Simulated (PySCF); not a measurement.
# Excitation energy of Ru by level of theory

Ru [Kr] 4d7 5s1 (5F) → Ru [Kr] 4d6 5s1 5p1 (high-spin determinant), as a difference of total energies. All numbers are calculated (PySCF 2.14, scalar relativity through the core potential, in def2-TZVPPD with the def2 core potential (28 electrons)). Correlated levels: valence and next inner shell: nothing frozen outside the core potential. The calculations carry no spin-orbit coupling.

```
                                method  excitation energy (eV)
                                   UHF                   1.709
    MP2 (valence and next inner shell)                   2.872
SCS-MP2 (valence and next inner shell)                   3.006
   CCSD (valence and next inner shell)                   2.774
CCSD(T) (valence and next inner shell)                   2.843
```

Q: How much does correlation contribute at CCSD(T) (valence and next inner shell)?

A: 2.843 − (1.709) = 1.134 eV, measured against UHF.

The determinant of the upper state mixes LS terms, which raises its energy above the lowest term, most at the Hartree-Fock and MP2 levels.
